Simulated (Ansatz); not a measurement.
Gas-phase electronic energies from Ansatz, PBE0-D4/def2-TZVP geometries. CBS: MP2 limit from def2 TZ/QZ plus the TZ coupled-cluster correction, frozen cores. This one scheme is used for every species, atoms too. Functionals use def2-TZVPP. No spin–orbit coupling; open shells (•) take unrestricted orbitals. Spin–orbit coupling would lower the free atoms: a little for B, C, O, Si. One conformer a species, not always the lowest.

Consider the atomization: `O[SiH2]NC1=CB1` → B• + 2 C• + 6 H• + N• + O• + Si•.

`O[SiH2]NC1=CB1`:

Z-matrix (Å, degrees):
```
Si
N 1 1.738
O 1 1.640 2 114.3
H 1 1.477 2 106.7 3 -116.0
H 1 1.482 2 106.2 3 122.2
C 2 1.351 1 124.4 3 -83.8
H 2 1.009 1 120.5 3 90.6
H 3 0.958 1 118.5 2 69.7
C 6 1.360 2 140.8 1 -3.4
B 6 1.477 2 157.6 1 177.6
H 9 1.081 6 140.3 2 0.1
H 10 1.183 6 152.3 2 -0.7
```

(1) What is ΔE at CCSD(T)/CBS? (Best estimate.)

(2) What do these levels give: PBE-D4, PBE, r2SCAN, PBE0, HF/def2-TZVPP, SCS-MP2/def2-QZVPP? (An estimate is asked.)

Largest T1 diagnostic among the species: 0.014.

Answers

(1) Ansatz gave: +49.46 eV.

(2) Computed: PBE-D4 50.87, PBE 50.60, r2SCAN 49.77, PBE0 49.64, HF/def2-TZVPP 35.77, SCS-MP2/def2-QZVPP 49.90 eV.

From PBE to PBE0 (25 % exact exchange), in def2-TZVPP and without D4, ΔE moves by −0.96 eV: exact exchange takes away binding that semilocal exchange gives to molecules. The D4 term adds +0.44 eV with B3LYP and +0.23 eV with PBE0; it sums over pairs of atoms, weighted by their polarisabilities, and B3LYP, whose exchange is more repulsive, gets the larger term. In def2-TZVPP, CCSD(T) changes the Hartree–Fock value by +12.26 eV (the triples alone add +0.82 eV) and MP2 by +13.52 eV; breaking electron pairs costs correlation energy, which Hartree–Fock lacks.

B3LYP here is the variant with VWN-RPA as its local correlation; programs differ in this.

For atomizations the MP2-based limit and the directly extrapolated one differ by several kJ/mol either way, and by 10 to 25 for some Ge, Se and Sn compounds, so smaller differences from it don't rank the levels.
